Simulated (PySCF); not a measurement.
H5Sb, SMILES [SbH5]. Atoms are numbered in the order given.

```xyz
6

Sb     0.0000     0.0000     0.0000
H      0.0000     0.0000     1.7724
H      0.0000     0.0000    -1.7724
H      1.7125     0.0000     0.0000
H     -0.8562     1.4830     0.0000
H     -0.8562    -1.4830     0.0000
```

Geometry optimised at r2SCAN-D4/def2-TZVP. The def2 effective core potentials stand for the cores of Sb; spin–orbit coupling is left out.

Method: PBE/def2-TZVPD (PySCF).

Symmetry labels are those of the subgroup C2v that the program uses (full group D3h).

Computed valence orbital energies around the gap with their symmetry:
| orbital | symmetry | energy (eV) |
|---|---|---|
| HOMO−7 | A1 | -33.58 |
| HOMO−6 | A2 | -33.56 |
| HOMO−5 | B2 | -33.56 |
| HOMO−4 | A1 | -15.44 |
| HOMO−3 | A1 | -9.41 |
| HOMO−2 | B1 | -9.41 |
| HOMO−1 | B2 | -9.09 |
| HOMO | A1 | -5.34 |
| LUMO | A1 | -1.81 |
| LUMO+1 | B1 | -0.74 |
| LUMO+2 | A1 | -0.74 |
| LUMO+3 | B2 | 1.07 |
